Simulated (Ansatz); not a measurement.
Ga₇P₆H₂₀⁻, a cluster cut from zinc blende GaP (hydrogen-capped). The state is a triplet with charge -1. Geometry PBE-D4/def2-SVP, that of the charge -1 singlet; atoms count from 1.

```xyz
33

Ga    0.6318   -3.6971   -0.3785
Ga   -2.0919    3.1335    2.2147
Ga   -2.1342   -0.5833   -1.1190
Ga   -0.0769   -0.7134    2.1021
Ga    3.4052   -0.7772    0.2595
Ga    0.7471    1.9159   -0.8396
Ga    1.4522   -1.0798   -3.3069
P    -1.9326    0.7777    2.6997
P    -0.9846   -2.0553    0.3949
P     2.2283   -2.1647   -1.3104
P    -1.1731    3.2018   -0.0127
P    -0.2363    0.3324   -2.2765
P     1.5358    0.6137    0.9787
H    -0.0555   -4.5560   -1.5263
H     1.2174   -4.4132    0.9170
H    -1.0090    3.8335    3.1421
H    -3.6069    3.5987    2.2057
H    -3.1012   -1.3737   -2.0967
H    -2.7574    0.6039   -0.2331
H     0.4250   -1.3550    3.4581
H     3.8683   -1.6236    1.5234
H     4.4329    0.1764   -0.4908
H     1.7825    2.9778   -1.3895
H     0.7087   -2.1170   -4.2551
H     2.5662   -0.1088   -3.8986
H    -3.1677    0.1497    2.3521
H    -2.0733    0.7025    4.1253
H    -2.0172   -2.7693    1.0899
H     3.2678   -3.0292   -1.7920
H    -2.2415    3.1060   -0.9561
H    -0.8569    4.5856   -0.2204
H    -0.7846    1.1632   -3.3101
H     2.0317    1.5443    1.9492
```

Single mean-field runs in def2-TZVP are fitted with def2-universal-jkfit. The highest occupied level of the charge -1 triplet lies above zero (up to 0.52 eV). By energy differences its removal costs 0.45 eV (vertical, to the charge 0 doublet, at PBE0-D4/def2-TZVP); self-interaction error and the lack of diffuse functions both raise the level. At PBE0-D4/def2-TZVP a singlet of charge -1 lies 4.98 eV below the triplet at the same geometry.

**Question.** Estimate the Mulliken populations of the heavy atoms from the PBE0/def2-TZVP orbitals of Ansatz.

**Answer.** 
```
atom  charge (e)  spin (α − β)
 Ga1        0.18          0.01
 Ga2        0.17          0.07
 Ga3        0.16          0.04
 Ga4        0.25          0.05
 Ga5        0.18          0.02
 Ga6        0.17          0.21
 Ga7        0.18          0.08
  P8       -0.29          0.12
  P9       -0.32          0.03
 P10       -0.35          0.00
 P11       -0.26          0.58
 P12       -0.26          0.30
 P13       -0.28          0.03
```
Mulliken values and Mayer orders depend strongly on the basis.

**Question.** Where does the spin sit?

**Answer.** Summed by element: Ga 0.49, P 1.05, H 0.46, of 2 unpaired in all. Largest on single atoms: P11 0.58, P12 0.30, Ga6 0.21.

**Question.** And the Mayer bond orders between bonded heavy atoms (over 0.3)?

**Answer.** Ga1–P9 0.68 (2.43 Å); Ga1–P10 0.76 (2.40 Å); Ga2–P8 0.76 (2.41 Å); Ga2–P11 0.71 (2.41 Å); Ga3–P9 0.76 (2.40 Å); Ga3–P12 0.73 (2.40 Å); Ga4–P8 0.67 (2.45 Å); Ga4–P9 0.84 (2.35 Å); Ga4–P13 0.80 (2.37 Å); Ga5–P10 0.76 (2.40 Å); Ga5–P13 0.66 (2.44 Å); Ga6–P11 0.72 (2.45 Å); Ga6–P12 0.74 (2.35 Å); Ga6–P13 0.83 (2.37 Å); Ga7–P10 0.78 (2.40 Å); Ga7–P12 0.58 (2.43 Å).
